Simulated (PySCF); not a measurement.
Job file and geometry (Å, from GFN2-xTB) of an NMR shielding run on `InChI=1S/C4H5BCl2O/c1-4(3-8)2-5(6)7/h3H,1-2H2`, GIAO PBE0/pcSseg-1 NMR shielding, non-relativistic, gas phase (PySCF 2.14.0, density-fitted response routines); density fitting, a coarse starting grid and PySCF grid level 2 are the driver's defaults:

```
$ OMP_NUM_THREADS=1 python probes_run.py task.json out

{"job": {"kind": "nmr", "xc": "PBE0", "basis": "pcSseg-1"}, "charge": 0, "multiplicity": 1}
C     -0.945000    -1.339291    -0.879648
C     -0.561430    -0.378945    -0.040253
C     -1.503820     0.706842     0.296678
O     -2.632676     0.798795    -0.106773
C      0.803911    -0.301650     0.585307
B      1.705530     0.899979     0.042327
Cl     3.177857     1.291123     0.833774
Cl     1.242397     1.796511    -1.345834
H     -0.299815    -2.151296    -1.168277
H     -1.937235    -1.321470    -1.298586
H     -1.077886     1.467331     0.982117
H      0.696085    -0.221857     1.671138
H      1.327693    -1.245585     0.410303
```

**Question.** What does the program print?

**Answer.** 
```
coarse grid: 12864 points
cycle   1  E = -1175.1074934750  dE =  1.210e+00  |g| = 7.882e-01  |ddm| = 3.402e+00
cycle   2  E = -1174.6575382204  dE =  4.500e-01  |g| = 1.689e+00  |ddm| = 2.835e+00
cycle   3  E = -1175.2328059527  dE = -5.753e-01  |g| = 1.644e-01  |ddm| = 2.282e+00
cycle   4  E = -1175.2384560330  dE = -5.650e-03  |g| = 6.960e-02  |ddm| = 2.202e-01
cycle   5  E = -1175.2395457426  dE = -1.090e-03  |g| = 1.416e-02  |ddm| = 7.849e-02
cycle   6  E = -1175.2395922489  dE = -4.651e-05  |g| = 4.483e-03  |ddm| = 1.691e-02
cycle   7  E = -1175.2395962120  dE = -3.963e-06  |g| = 1.557e-03  |ddm| = 5.315e-03
final grid: 117600 points
cycle   8  E = -1175.2933138023  dE = -1.941e-05  |g| = 1.279e-02  |ddm| = 2.549e-02
cycle   9  E = -1175.2932242476  dE =  8.955e-05  |g| = 2.495e-02  |ddm| = 3.309e-02
cycle  10  E = -1175.2933459846  dE = -1.217e-04  |g| = 2.402e-03  |ddm| = 2.357e-02
cycle  11  E = -1175.2933471414  dE = -1.157e-06  |g| = 4.351e-04  |ddm| = 2.146e-03
cycle  12  E = -1175.2933471816  dE = -4.022e-08  |g| = 1.300e-04  |ddm| = 5.280e-04
cycle  13  E = -1175.2933471855  dE = -3.828e-09  |g| = 4.287e-05  |ddm| = 1.490e-04
cycle  14  E = -1175.2933471859  dE = -4.131e-10  |g| = 1.555e-05  |ddm| = 4.711e-05
converged SCF energy = -1175.2933471859

GIAO shielding tensors (ppm)
atom      isotropic    diamagn.    paramagn.     s11        s22        s33       span
  0 C       53.822     252.165    -198.343    -55.680     49.007    168.139    223.820
  1 C       38.359     263.975    -225.616    -78.342     44.053    149.364    227.705
  2 C       -7.998     246.551    -254.549    -98.187    -12.133     86.324    184.511
  3 O     -342.122     397.338    -739.461   -971.424   -424.451    369.507   1340.931
  4 C      148.007     250.850    -102.842    133.155    139.066    171.801     38.646
  5 B       36.926     189.848    -152.922     -5.794     29.484     87.088     92.881
  6 Cl     665.437    1146.323    -480.886    366.348    726.709    903.255    536.907
  7 Cl     640.435    1147.960    -507.525    334.189    661.697    925.419    591.230
  8 H       26.023      31.234      -5.210     22.539     25.338     30.193      7.653
  9 H       24.940      30.639      -5.699     22.542     23.736     28.542      6.000
 10 H       22.224      29.079      -6.855     20.600     20.837     25.235      4.635
 11 H       28.904      30.237      -1.333     24.892     28.717     33.102      8.210
 12 H       29.092      30.879      -1.787     24.900     29.662     32.713      7.813
```

Size and cost of the density-fitted run: 175 basis functions, 34 s wall time on 1 thread of an Arm Neoverse V1, shared host; peak memory 0.79 GiB.
